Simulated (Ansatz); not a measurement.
C$_{2}$H$_{5}$BGe, SMILES `[BH]1C=[CH][GeH2]1` at its PBE0-D4/def2-TZVP geometry, where that method's forces vanish. The species carries charge 0 and has multiplicity 1.

```
atom   x (Å)   y (Å)   z (Å)
  B1  -0.257  -0.342   1.203
  C2  -1.259   0.014   0.111
  C3  -0.424   0.517  -0.836
 Ge4   1.260  -0.295  -0.199
  H5  -0.367  -0.277   2.390
  H6  -2.341   0.138   0.116
  H7  -0.714   1.216  -1.622
  H8   1.583  -1.563  -1.007
  H9   2.520   0.594  -0.157
```

(1) For each bond, give half the difference of the two atoms' forces along it (eV/Å; positive pushes the atoms apart) under PBE-D4, r2SCAN-D4, B3LYP-D4, ωB97M-V in def2-TZVPP. (Best estimate.)

Results:

(1) Ansatz gave: 
```csv
bond,length (Å),PBE-D4,r2SCAN-D4,B3LYP-D4,ωB97M-V
B1–C2,1.524,-0.03,0.01,0.07,0.12
B1–Ge4,2.067,0.06,0.07,0.23,0.07
B1–H5,1.193,0.04,-0.05,-0.21,-0.16
C2–C3,1.360,0.35,0.17,0.10,0.03
C2–H6,1.088,0.02,-0.05,-0.08,-0.10
C3–Ge4,1.975,0.11,0.06,0.27,0.07
C3–H7,1.090,0.01,-0.05,-0.20,-0.10
Ge4–H8,1.537,0.06,-0.06,-0.05,-0.09
Ge4–H9,1.542,0.02,-0.06,-0.08,-0.08
```

B3LYP here is the variant with VWN-RPA as its local correlation; programs differ in this.
